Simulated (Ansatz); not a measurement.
Ansatz (a first-principles code) input (CCSD(T)/def2-TZVPP):

Ansatz 0.2 input:
```yaml
crystal:
  periodic: [false, false, false]
  atoms:
    - {symbol: Cd, position_ang: [0.00000000, 0.00000000, 0.00000000]}
    - {symbol: F, position_ang: [-0.00000000, -0.00000000, -1.98321814]}
    - {symbol: F, position_ang: [0.00000000, 0.00000000, 1.98321814]}
basis:
  gaussian:
    orbitals: def2-TZVPP
total_charge: 1
magnetization: {spin_polarized: true, initial_magnetization: 1}
correlation: {method: ccsd_t, electrons: outside_noble_gas}
```

Output:

```
Functional definition: HF
integrals: 0.28 GiB planned
808 factors; integrals over basis functions are off by at most 1.3e-3 eV
mean field: 0.35 GiB planned
mean field evaluation 1: about -9929.7157 eV, gradient 6.2e1 eV
mean field evaluation 2: about -9929.7240 eV, gradient 6.2e1 eV
mean field evaluation 4: about -9941.5354 eV, gradient 4.6e0 eV
mean field evaluation 8: about -9941.9623 eV, gradient 1.6e-1 eV
mean field evaluation 16: about -9941.9638 eV, gradient 9.9e-4 eV
mean field evaluation 32: about -9943.7062 eV, gradient 1.3e0 eV
mean field evaluation 64: about -9942.4034 eV, gradient 2.8e0 eV
mean field evaluation 96: about -9941.2038 eV, gradient 4.2e-4 eV
mean field evaluation 128: about -9941.2038 eV, gradient 2.1e-4 eV
mean field evaluation 160: about -9944.1236 eV, gradient 5.8e0 eV
mean field evaluation 192: about -9940.7324 eV, gradient 9.0e0 eV
mean field evaluation 224: about -9941.3033 eV, gradient 3.4e-1 eV
mean field evaluation 256: about -9941.2095 eV, gradient 9.1e-4 eV
mean field evaluation 288: about -9944.2446 eV, gradient 1.8e0 eV
mean field evaluation 320: about -9942.0706 eV, gradient 1.9e-4 eV
mean field evaluation 352: about -9941.2037 eV, gradient 4.2e-2 eV
mean field evaluation 384: about -9942.6874 eV, gradient 3.8e-4 eV
mean field evaluation 416: about -9937.9869 eV, gradient 7.0e-3 eV
mean field evaluation 448: about -9937.0760 eV, gradient 1.3e-2 eV
mean field evaluation 480: about -9930.2890 eV, gradient 3.0e-3 eV
mean field evaluation 512: about -9933.1344 eV, gradient 5.9e-4 eV
mean field evaluation 544: about -9932.7051 eV, gradient 2.5e0 eV
mean field evaluation 576: about -9932.7631 eV, gradient 2.3e-3 eV
mean field evaluation 608: about -9929.0834 eV, gradient 2.0e-1 eV
mean field evaluation 640: about -9928.6419 eV, gradient 5.2e-4 eV
mean field evaluation 672: about -9944.2728 eV, gradient 6.3e-4 eV
mean field evaluation 704: about -9941.2095 eV, gradient 4.9e-4 eV
mean field evaluation 736: about -9940.7423 eV, gradient 6.3e0 eV
mean field evaluation 768: about -9937.4783 eV, gradient 2.4e1 eV
mean field evaluation 800: about -9941.3065 eV, gradient 4.5e-4 eV
mean field evaluation 832: about -9943.1984 eV, gradient 1.9e-1 eV
mean field evaluation 864: about -9941.5743 eV, gradient 1.0e1 eV
mean field evaluation 896: about -9937.9869 eV, gradient 3.6e-3 eV
mean field evaluation 928: about -9942.2107 eV, gradient 4.8e0 eV
mean field evaluation 960: about -9942.6666 eV, gradient 1.2e0 eV
mean field evaluation 992: about -9942.0706 eV, gradient 8.5e-3 eV
mean field evaluation 1024: about -9937.0958 eV, gradient 3.6e0 eV
mean field evaluation 1056: about -9941.2037 eV, gradient 4.8e-2 eV
mean field evaluation 1088: about -9942.0628 eV, gradient 6.9e-2 eV
mean field evaluation 1120: about -9942.6874 eV, gradient 1.3e-2 eV
mean field evaluation 1152: about -9941.8310 eV, gradient 3.6e0 eV
mean field evaluation 1184: about -9937.1129 eV, gradient 1.0e-3 eV
mean field evaluation 1216: about -9942.5322 eV, gradient 2.6e0 eV
mean field evaluation 1248: about -9941.3041 eV, gradient 2.1e-3 eV
mean field evaluation 1280: about -9942.2274 eV, gradient 8.5e0 eV
mean field evaluation 1312: about -9941.2038 eV, gradient 2.1e-4 eV
mean field evaluation 1344: about -9937.9869 eV, gradient 5.9e-2 eV
mean field -9944.27282683 eV, -365.4452859159 hartree, gradient 2.6e-6 eV, S^2 0.754353; 26 other end points of the search recorded, 0 dependent functions left out
determinant -9944.27282683 eV, -365.4452859159 hartree, with singles and doubles -9967.41416881 eV, -366.2957145479 hartree
determinant -9943.65841508 eV, -365.4227067003 hartree, with singles and doubles -9966.80566586 eV, -366.2733524768 hartree
determinant -9943.19895607 eV, -365.4058218933 hartree, with singles and doubles -9966.71636020 eV, -366.2700705545 hartree
determinant -9942.68736345 eV, -365.3870212114 hartree, with singles and doubles -9967.22787118 eV, -366.2888682361 hartree
determinant -9942.07062616 eV, -365.3643565340 hartree, with singles and doubles -9966.73323268 eV, -366.2706906066 hartree
determinant -9941.96383025 eV, -365.3604318567 hartree, with singles and doubles -9966.38099426 eV, -366.2577460834 hartree
determinant -9941.30646931 eV, -365.3362742877 hartree, with singles and doubles -9963.20049110 eV, -366.1408647479 hartree
determinant -9941.30408201 eV, -365.3361865558 hartree, with singles and doubles -9963.19708234 eV, -366.1407394784 hartree
determinant -9941.20945325 eV, -365.3327090131 hartree, with singles and doubles -9963.09963674 eV, -366.1371584188 hartree
determinant -9941.20375354 eV, -365.3324995526 hartree, with singles and doubles -9963.09050646 eV, -366.1368228871 hartree
determinant -9940.82529885 eV, -365.3185915992 hartree, with singles and doubles -9962.73131489 eV, -366.1236228403 hartree
determinant -9944.27282683 eV, -365.4452859159 hartree, with singles and doubles -9967.39553103 eV, -366.2950296219 hartree
determinant -9943.65841508 eV, -365.4227067003 hartree, with singles and doubles -9966.78933601 eV, -366.2727523659 hartree
determinant -9943.19895607 eV, -365.4058218933 hartree, with singles and doubles -9966.71457627 eV, -366.2700049961 hartree
determinant -9942.68736345 eV, -365.3870212114 hartree, with singles and doubles -9967.19167631 eV, -366.2875380993 hartree
determinant -9944.27282683 eV, -365.4452859159 hartree, with singles and doubles -9967.40084973 eV, -366.2952250806 hartree
determinant -9942.68736345 eV, -365.3870212114 hartree, with singles and doubles -9967.19768320 eV, -366.2877588483 hartree
6 core orbitals not correlated
reference -9944.27282683 eV, -365.4452859159 hartree; 13, 12 occupied and 99, 100 virtual orbitals, 808 factors
second order -23.57695773 eV of doubles, -0.00000000 eV of singles
coupled cluster: 0.82 GiB planned
cycle   1  -23.12802528 eV  change   -2.4e-6 eV  update   1.3e-6
perturbative correction -0.69506637 eV, -0.0255432178 hartree
Total energy: -9968.09591848 eV, -366.3207683861 hartree
```

The spin state was set by rule; other spins were not relaxed.
